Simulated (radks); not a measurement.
Spin polarisation of the 4p5 shell in the strontium ion Sr3+. Start: [Ar] 3d10 4s2 4p(up 2.5, down 2.5); electrons of 4p are moved from spin down to spin up, other shells keep equal spins. All-electron calculation, scalar-relativistic Kohn-Sham, BLYP, spin-polarised, spherical densities, point nucleus. Program: a radial shooting solver on a logarithmic mesh with Libxc functionals.

moment (Bohr magnetons)  E - E(0) (eV)  e(4p up) (eV)  e(4p down) (eV)  4s down minus up (eV)  3d down minus up (eV)
0                                0.000        -49.988          -49.988                  0.000                  0.000
0.25                            -0.016        -50.116          -49.856                  0.266                  0.045
0.5                             -0.065        -50.240          -49.720                  0.532                  0.090
0.75                            -0.146        -50.359          -49.580                  0.797                  0.135
1                               -0.260        -50.474          -49.438                  1.060                  0.179

At moment 1 the spin-polarisation energy is -0.260 eV and the 4p exchange splitting 1.036 eV, that is 1.036 eV per Bohr magneton; E = -I m^2/4 would give I = 1.038 eV.
